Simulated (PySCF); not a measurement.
CH3BiBr2, SMILES [CH3][Bi]([Br])[Br]. Atoms are numbered in the order given.

```xyz
7

Bi     0.3173     0.6462     0.0000
Br    -0.1283    -0.9595     2.0577
Br    -0.1283    -0.9595    -2.0577
C     -1.8194     1.4642     0.0000
H     -1.9662     2.0737     0.9124
H     -2.5044     0.5969     0.0000
H     -1.9662     2.0737    -0.9124
```

Geometry: PBE-D3(BJ)/def2-SVP. The structure was generated by enumeration; whether it is a known compound was not checked. The def2 effective core potentials stand for the cores of Bi; spin–orbit coupling is left out.

Level of theory: PBE-D3(BJ)/def2-SVP (PySCF).

Frequencies are harmonic and unscaled.

```tsv
mode	ν (cm⁻¹)	IR (km/mol)	moving atoms (share of kinetic energy)
1	60	0.7	Br 82 %, Bi 16 %
2	77	0.0	H 96 %
3	115	0.0	C 55 %, H 31 %, Br 11 %
4	116	0.6	C 49 %, H 22 %, Br 15 %, Bi 14 %
5	209	29.2	Br 68 %, Bi 32 %
6	213	9.3	Br 75 %, Bi 25 %
7	452	16.5	C 76 %, H 18 %
8	708	6.6	H 85 %, C 14 %
9	713	9.9	H 84 %, C 15 %
10	1129	1.6	H 83 %, C 17 %
11	1362	6.8	H 95 %
12	1370	6.1	H 95 %
13	2987	1.4	H 98 %
14	3112	0.8	H 90 %, C 10 %
15	3128	0.7	H 90 %, C 10 %
```
